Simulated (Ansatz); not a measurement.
Bi2Cl6. The state is a singlet with charge 0. Geometry PBE-D4/def2-SVP.

Cartesian coordinates in Å:
```
Bi 1.453 -1.711 0.109
Bi -1.094 1.305 -0.039
Cl -0.526 3.680 0.440
Cl 1.864 0.419 -1.197
Cl 2.506 -3.304 -1.499
Cl -3.393 1.247 0.909
Cl 0.119 0.274 2.004
Cl -0.930 -1.909 -0.725
```

In the def2 sets Bi takes a core potential; there is no spin–orbit coupling. The structure comes from a short search, and lower isomers may exist.

(1) Estimate the orbital energies around the gap (eV) in Ansatz with PBE-D4/def2-TZVP, PBE0-D4/def2-SVP, PBE0-D4/def2-TZVP, ωB97X-V/def2-TZVP, ωB97M-V/def2-TZVP.

Answers

(1) 
```
orbital  PBE-D4/def2-TZVP  PBE0-D4/def2-SVP  PBE0-D4/def2-TZVP  ωB97X-V/def2-TZVP  ωB97M-V/def2-TZVP
 HOMO−5             -7.97             -9.18              -9.37             -11.79             -11.62
 HOMO−4             -7.95             -9.13              -9.35             -11.77             -11.60
 HOMO−3             -7.79             -8.91              -9.14             -11.57             -11.41
 HOMO−2             -7.73             -8.88              -9.05             -11.44             -11.27
 HOMO−1             -7.61             -8.78              -9.02             -11.24             -11.08
   HOMO             -7.59             -8.59              -8.80             -10.94             -10.79
   LUMO             -3.82             -3.04              -3.19              -1.35              -1.44
 LUMO+1             -3.74             -3.00              -3.11              -1.25              -1.35
 LUMO+2             -3.55             -2.78              -2.90              -1.00              -1.09
 LUMO+3             -2.84             -1.99              -2.17              -0.26              -0.36
 LUMO+4             -2.68             -1.80              -2.00              -0.05              -0.15
 LUMO+5             -2.63             -1.76              -1.96              -0.04              -0.14
```
